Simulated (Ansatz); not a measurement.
`[F][Hf]([F])([Cl])[Br]` + H₂S → `[F][Hf]([F])([SH])[Cl]` + HBr at 700 K and 1 bar (ligand exchange at the Hf–Br bond).

Isolated molecules relaxed with PBE0-D4/def2-TZVP in Ansatz; ΔE leaves out vibrations. CCSD(T)/CBS adds triple-zeta CCSD(T) − MP2 to the extrapolated MP2 energy (def2 sets, frozen cores). This one scheme is used for every species. Elements past krypton have def2 core potentials. For Br, Hf outer-core shells are correlated without core-valence functions, which leaves a few kJ/mol of doubt a bond. Scalar relativity is left out up to krypton. Each species was taken in one conformer, which may not be the lowest.

```csv
species,CCSD(T)/CBS energy (Eh),H − E (kJ/mol),S (J/(mol·K))
`[F][Hf]([F])([Cl])[Br]`,-3280.90483,78.1,470.1
H₂S,-398.97279,64.8,236.9
`[F][Hf]([F])([SH])[Cl]`,-1105.93208,106.5,490.3
HBr,-2573.91920,36.5,223.7
```

H − E and S are ideal-gas, rigid-rotor, harmonic terms from PBE0-D4/def2-TZVP, for one conformer and one mirror image of each species. 1 Eh = 2625.50 kJ/mol, R = 8.31446 J/(mol·K).

Problem. By hand: ΔE, ΔH, ΔS and ΔG.

Solution. ΔE = (-1105.93208) + (-2573.91920) − (-3280.90483) − (-398.97279) = 0.02634 Eh = 69.2 kJ/mol. Δ(H − E) = 106.5 + 36.5 − 78.1 − 64.8 = 0.1, so ΔH = 69.3 kJ/mol. ΔS = 490.3 + 223.7 − 470.1 − 236.9 = 7.0 J/(mol·K). ΔG = 69.3 − 700 × (7.0)/1000 = 64.4 kJ/mol.

Problem. By hand: the equilibrium constant, and the temperature at which ΔG would vanish if ΔH and ΔS stayed fixed.

Solution. log₁₀ K = −ΔG/(RT ln 10) = -4.8. ΔG = 0 at ΔH/ΔS = 9900 K, far beyond where these terms or the molecules hold.

The number of gas molecules stays the same, so ΔS is small and ΔH decides. A doubt of 5 kJ/mol in ΔE shifts log₁₀ K by 0.4 here. Other conformers and mirror images would add mixing entropy, several J/(mol·K) or more a flexible species. These are equilibria of isolated gas molecules and say nothing of rates. Largest T1 diagnostic: 0.016 (customary marks: 0.02 for closed shells, 0.045 for open ones).
